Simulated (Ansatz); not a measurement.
Input file for Ansatz (a program for electronic structure): R-revPBE/def2-TZVPPD on AsH5O (a complex). Files ending in .json are basis or fitting sets from the Basis Set Exchange.

Ansatz 0.2 input:
```yaml
crystal:
  periodic: [false, false, false]
  atoms:
    - {symbol: O, position_ang: [-0.04880423, 0.63243907, -0.59994090]}
    - {symbol: H, position_ang: [-0.91007277, 0.30571641, -0.87872982]}
    - {symbol: H, position_ang: [-0.00101452, 0.43945104, 0.34582986]}
    - {symbol: As, position_ang: [0.23175042, -0.45490899, 2.87883377]}
    - {symbol: H, position_ang: [-0.19797877, 0.23498299, 4.16490046]}
    - {symbol: H, position_ang: [1.64603571, -0.69837804, 3.38215973]}
    - {symbol: H, position_ang: [-0.25863108, -1.81676989, 3.34834062]}
basis:
  gaussian:
    orbitals: def2-TZVPPD.json
hamiltonian:
  xc: {name: revPBE}
scf: {lower_state_search: off}
```

Program output:

```
WARN ansatz: RAYON_NUM_THREADS=1 ignored (pool sized by the plan → 1); use --threads N
Functional definition: revPBE
these checks for a lower state are left out or cut short: stability, starts, cluster_reference, orbital_swaps, neighbouring_geometries, increment
integrals: 0.07 GiB planned
886 factors; their error is unknown
mean field: 0.56 GiB planned
mean field evaluation 1: about -62959.2170 eV, gradient 6.2e1 eV
mean field evaluation 2: about -62913.8881 eV, gradient 1.5e2 eV
mean field evaluation 4: about -62965.2364 eV, gradient 5.0e0 eV
mean field evaluation 8: about -62965.3039 eV, gradient 1.9e-1 eV
mean field evaluation 16: about -62965.2917 eV, gradient 1.2e-4 eV
mean field -62965.29168678 eV, -2313.9317900816 hartree, gradient 2.8e-6 eV, S^2 0.000000; 0 other end points of the search recorded, 0 dependent functions left out
reference -62965.29174916 eV, -2313.9317923742 hartree; 23, 23 occupied and 156, 156 virtual orbitals, 886 factors
Total energy: -62965.29174916 eV, -2313.9317923742 hartree
Checks for a lower state left out: stability, starts, cluster_reference, orbital_swaps, neighbouring_geometries, increment
```

The run converged.

Cost: about 1.8 core-seconds (a rough figure).
